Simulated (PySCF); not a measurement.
How methods differ on the ionisation energy of Cl⁺

Cl⁺ [Ne] 3s2 3p4 (3P) → Cl²⁺ [Ne] 3s2 3p3 (4S), as a difference of total energies. All numbers are calculated (PySCF 2.14, the spin-free X2C one-electron Hamiltonian (Gaussian nucleus), in dyall-av3z (19s12p3d2f, 84 functions)). Correlated levels: valence: [Ne] frozen; virtual orbitals above 40 to 60 times the deepest correlated orbital energy dropped. The calculations carry no spin-orbit coupling.

```
           method  ionisation energy (eV)  plus first-order spin-orbit estimate  error of that sum (eV)
              UHF                  22.571                                22.610                  -1.204
              LDA                  23.963                                24.003                  +0.189
              PBE                  23.826                                23.866                  +0.052
             PBE0                  23.821                                23.860                  +0.046
           r2SCAN                  23.789                                23.829                  +0.015
           revPBE                  23.794                                23.833                  +0.019
            TPSSh                  23.873                                23.913                  +0.099
          wB97M-V                  23.797                                23.836                  +0.022
            M06-L                  23.689                                23.729                  -0.085
    MP2 (valence)                  23.366                                23.406                  -0.408
SCS-MP2 (valence)                  23.454                                23.494                  -0.320
```

Reference: 23.814 eV (measured; NIST Atomic Spectra Database, ionization energies).

A first-order spin-orbit estimate (lowest level to lowest level, LS coupling) adds 0.040 eV.

Errors of the correlated levels include the incompleteness of this basis and the frozen core.
